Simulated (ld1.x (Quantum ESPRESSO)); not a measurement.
# An all-electron radial function and its pseudo partner (Cu (Z = 29))

Columns: radius, all-electron u(r) and pseudo u(r) of the 3s shell (level -114.40 eV) of copper in the configuration [Ne] 3s2 3p6 3d10 4s1 4p0; PBEsol, scalar-relativistic, TM scheme, ld1.x (Quantum ESPRESSO) 7.5.

| r (bohr) | all-electron | pseudo |
| --- | --- | --- |
| 0.050 | 0.2301 | 0.0620 |
| 0.100 | -0.3987 | 0.1294 |
| 0.150 | -0.6977 | 0.2076 |
| 0.200 | -0.6116 | 0.3026 |
| 0.250 | -0.2985 | 0.4199 |
| 0.300 | 0.0948 | 0.5622 |
| 0.350 | 0.4746 | 0.7267 |
| 0.400 | 0.7932 | 0.9018 |
| 0.450 | 1.0329 | 1.0674 |
| 0.500 | 1.1941 | 1.2010 |
| 0.550 | 1.2858 | 1.2864 |
| 0.600 | 1.3210 | 1.3210 |
| 0.650 | 1.3128 | 1.3128 |
| 0.700 | 1.2729 | 1.2729 |
| 0.750 | 1.2113 | 1.2113 |
| 0.800 | 1.1360 | 1.1360 |
| 0.850 | 1.0531 | 1.0531 |
| 0.900 | 0.9673 | 0.9673 |
| 0.950 | 0.8817 | 0.8817 |
| 1.000 | 0.7986 | 0.7986 |
| 1.050 | 0.7196 | 0.7196 |
| 1.100 | 0.6455 | 0.6455 |
| 1.150 | 0.5769 | 0.5769 |
| 1.200 | 0.5138 | 0.5138 |
| 1.250 | 0.4565 | 0.4565 |
| 1.300 | 0.4046 | 0.4046 |

Q: How many radial nodes do the two functions have?

A: The all-electron 3s function has n − l − 1 = 2; the pseudo-wave has 0, since the states of the same l below it are removed with the core.

Q: At about which radius was the pseudo-wave matched?

A: 0.65 bohr, where the columns begin to agree (steps of 0.05 bohr).

Q: Is the pseudo-wave norm-conserving?

A: Yes: the TM scheme keeps the norm inside the radius equal to the all-electron one, which fixes the energy derivative of the logarithmic derivative at the level.
